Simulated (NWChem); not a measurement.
System: TiH3F; SMILES [F][TiH3]

```xyz
5

Ti     0.0000     0.0000     0.4035
F      0.0000     0.0000    -1.3116
H      1.1137    -1.1322     0.9605
H     -1.5374    -0.3984     0.9605
H      0.4237     1.5306     0.9605
```
Atoms are numbered in this order, from 1.

Structure relaxed at the PBE0/def2-SVP level.

Question: List the 4 lowest vertical singlet excitations from PBE0/def2-SVPD, TDA (NWChem).

Answer: 
| state | energy (eV) | oscillator strength | leading excitation (squared amplitude) |
|---|---|---|---|
| S1 | 3.41 | 0.000 | HOMO → LUMO (0.48) |
| S2 | 3.59 | 0.000 | HOMO−1 → LUMO (0.48) |
| S3 | 3.59 | 0.000 | HOMO−1 → LUMO+1 (0.48) |
| S4 | 3.95 | 0.006 | HOMO → LUMO+1 (0.43) |
